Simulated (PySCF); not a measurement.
One of the candidates below gave these computed data.

All candidates are C2H11N3Si3.

- Rotational structure: rotational constants A, B, C: 1.498, 0.761, 0.734 GHz [GFN2-xTB]
- 1H NMR: chemical shifts (computed TMS as zero) by class: 5.20 (1 H), 4.85 (6 H), 2.88 (3 H), 0.06 (1 H) ppm [GIAO PBE0/pcSseg-1]
- 13C NMR: chemical shifts (computed TMS as zero) by class: 125.6 (1 C), 29.0 (1 C) ppm [GIAO PBE0/pcSseg-1]
- Dipole: 4.16 D [PBE0/pcSseg-1]
- NMR, other nuclei: isotropic shieldings of nuclei other than C and H, by class: -87 (1 N), 241 (1 N), 260 (1 N), 397 (1 Si), 397 (2 Si) ppm [GIAO PBE0/pcSseg-1]

Gas-phase values; electronic properties from PySCF, density fitting. Levels stand in brackets. One conformer (not necessarily the lowest) at the GFN2-xTB geometry, without solvent, vibrations or thermal averaging. NMR values are class means; diastereotopic atoms form classes of their own.

**Question.** Which candidate is it?
A. `N#CC[Si@@H](N)[Si@@H](N)[SiH3]`
B. `CN[Si@@H](C#N)N([SiH3])[SiH3]`
C. `C#C[Si](N)(N)N([SiH3])[SiH3]`
D. `CN([SiH3])[SiH2][Si@@H](N)C#N`

**Answer.** B. It is `CN[Si@@H](C#N)N([SiH3])[SiH3]`. Numbering: `[CH3:1][NH:2][Si@@H:3]([C:4]#[N:5])[N:6]([SiH3:7])[SiH3:8]`. Its formula, C2H11N3Si3, gives 2 degrees of unsaturation: 0 rings and 2 π bonds in the structure found. 2 carbons fall into 2 classes; from least to most shielded: cyano carbon [C4] (125.6 ppm), N-methyl carbon [C1] (29.0 ppm). Hydrogen classes from least to most shielded: 1 H on an SiH silicon, Si3 (5.20 ppm), 6 H on 2 SiH3 silicons, Si7/Si8 (4.85 ppm), 3 H on an N-methyl carbon, C1 (2.88 ppm), 1 H on a silicon-bound nitrogen, N2 (0.06 ppm). The other shieldings belong to: -87 ppm, cyano nitrogen [N5]; 241 ppm, silicon-bound nitrogen [N2]; 260 ppm, nitrogen bridging silicon atoms [N6]; 397 ppm, SiH silicon [Si3]; 397 ppm, SiH3 silicon [Si7/Si8]. The optimised geometry has point group C1 and is an asymmetric top.

The others, at the same levels:
- `N#CC[Si@@H](N)[Si@@H](N)[SiH3]` fails: its computed 13C shifts are 125.3 (1 C), 2.3 (1 C) ppm, 1H shifts are 5.62 (1 H), 5.59 (1 H), 3.49 (3 H), 2.05 (1 H), 1.80 (1 H), 0.39 (2 H), -0.11 (2 H) ppm and rotational constant A is 1.655 GHz (against 1.498 GHz).
- `C#C[Si](N)(N)N([SiH3])[SiH3]` fails: its computed 13C shifts are 96.1 (1 C), 90.4 (1 C) ppm, 1H shifts are 4.81 (6 H), 1.65 (1 H), 0.84 (4 H) ppm and rotational constant A is 1.333 GHz (against 1.498 GHz).
- `CN([SiH3])[SiH2][Si@@H](N)C#N` fails: its computed 13C shifts are 127.3 (1 C), 39.9 (1 C) ppm, 1H shifts are 5.18 (1 H), 5.00 (1 H), 4.94 (1 H), 4.65 (3 H), 2.85 (3 H), 0.54 (2 H) ppm and rotational constant A is 1.603 GHz (against 1.498 GHz).

Each candidate is one conformer, not necessarily the lowest. Dipoles, sizes and rotational constants follow the conformer. The torsions of the flexible species, by atom-mapped SMILES:
- `[CH3:1][NH:2][Si@@H:3]([C:4]#[N:5])[N:6]([SiH3:7])[SiH3:8]`: C1–N2–Si3–C4 52°, N2–Si3–N6–Si7 139°
- `[N:1]#[C:2][CH2:3][Si@@H:4]([NH2:5])[Si@@H:6]([NH2:7])[SiH3:8]`: C2–C3–Si4–N5 -165°, C3–Si4–Si6–N7 69°, H–N5–Si4–C3 176°, H–N5–Si4–C3 -46°, H–N7–Si6–Si4 173°, H–N7–Si6–Si4 -47°
- `[CH:1]#[C:2][Si:3]([NH2:4])([NH2:5])[N:6]([SiH3:7])[SiH3:8]`: C2–Si3–N6–Si7 90°, H–N4–Si3–C2 51°, H–N4–Si3–C2 -176°, H–N5–Si3–C2 -155°, H–N5–Si3–C2 67°
- `[CH3:1][N:2]([SiH3:3])[SiH2:4][Si@@H:5]([NH2:6])[C:7]#[N:8]`: C1–N2–Si4–Si5 171°, N2–Si4–Si5–N6 -171°, H–N6–Si5–Si4 39°, H–N6–Si5–Si4 -179°
